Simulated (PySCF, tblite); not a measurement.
Isomers of CH10OSSi4, one GFN2-xTB conformer each. Single-point energies are computed at PBE0/pcSseg-1 (PySCF, gas phase, no added dispersion term), electronic only.

```
                        SMILES  GFN2-xTB relative energy (kcal/mol)
[SiH3]O[SiH2][Si@@H]1C[SiH2]S1                                  0.0
C[Si@@H]1S[SiH2][Si@H]1O[SiH3]                                  8.6
O[SiH2][Si@]1([SiH3])[SiH2]CS1                                 71.2
```

Conformers: `[SiH3:1][O:2][SiH2:3][Si@@H:4]1[CH2:5][SiH2:6][S:7]1` with Si1–O2–Si3–Si4 -173°, O2–Si3–Si4–C5 -88°; `[CH3:1][Si@@H:2]1[S:3][SiH2:4][Si@H:5]1[O:6][SiH3:7]` with Si4–Si5–O6–Si7 54°, C1–Si2–S3–Si4 -127°, Si2–S3–Si4–Si5 7°, S3–Si4–Si5–O6 -123°, C1–Si2–Si5–Si4 118°; `[OH:1][SiH2:2][Si@:3]1([SiH3:4])[SiH2:5][CH2:6][S:7]1` with H–O1–Si2–Si3 180°, O1–Si2–Si3–Si4 50°.

Question: What does PBE0/pcSseg-1 give for the same structures?

Answer: 
```csv
SMILES,PBE0/pcSseg-1 E (Eh),PBE0/pcSseg-1 (kcal/mol),GFN2-xTB (kcal/mol),point group
C[Si@@H]1S[SiH2][Si@H]1O[SiH3],-1674.79903,0.0,8.6,C1
[SiH3]O[SiH2][Si@@H]1C[SiH2]S1,-1674.79212,4.3,0.0,C1
O[SiH2][Si@]1([SiH3])[SiH2]CS1,-1674.72265,47.9,71.2,C1
```

GFN2-xTB puts [SiH3]O[SiH2][Si@@H]1C[SiH2]S1 lowest instead; measured from each level's own lowest isomer, the values differ by up to 23.3 kcal/mol (O[SiH2][Si@]1([SiH3])[SiH2]CS1: 71.2 against 47.9). As drawn, the highest has an O–H bond, which the lowest lacks.

Question: Which frontier levels, dipoles and rotational constants go with these structures?

Answer: 
```json
{"SMILES": "C[Si@@H]1S[SiH2][Si@H]1O[SiH3]", "HOMO (eV, PBE0/pcSseg-1)": "-7.00", "LUMO (eV)": "-1.36", "dipole (D)": "2.69", "A, B, C (MHz)": "1453, 646.4, 516.9"}
{"SMILES": "[SiH3]O[SiH2][Si@@H]1C[SiH2]S1", "HOMO (eV, PBE0/pcSseg-1)": "-6.91", "LUMO (eV)": "-1.18", "dipole (D)": "2.79", "A, B, C (MHz)": "2837, 415.1, 386.7"}
{"SMILES": "O[SiH2][Si@]1([SiH3])[SiH2]CS1", "HOMO (eV, PBE0/pcSseg-1)": "-6.42", "LUMO (eV)": "-1.23", "dipole (D)": "2.43", "A, B, C (MHz)": "1170, 732.0, 630.6"}
```

Question: What happens when harmonic zero-point energies from GFN2-xTB frequencies are added?

Answer: 
| SMILES | ZPE (kcal/mol) | electronic (kcal/mol) | with ZPE (kcal/mol) |
| --- | --- | --- | --- |
| C[Si@@H]1S[SiH2][Si@H]1O[SiH3] | 62.9 | 0.0 | 0.0 |
| [SiH3]O[SiH2][Si@@H]1C[SiH2]S1 | 61.8 | 4.3 | 3.2 |
| O[SiH2][Si@]1([SiH3])[SiH2]CS1 | 62.2 | 47.9 | 47.2 |

The zero-point energies span 1.1 kcal/mol. The order is unchanged.
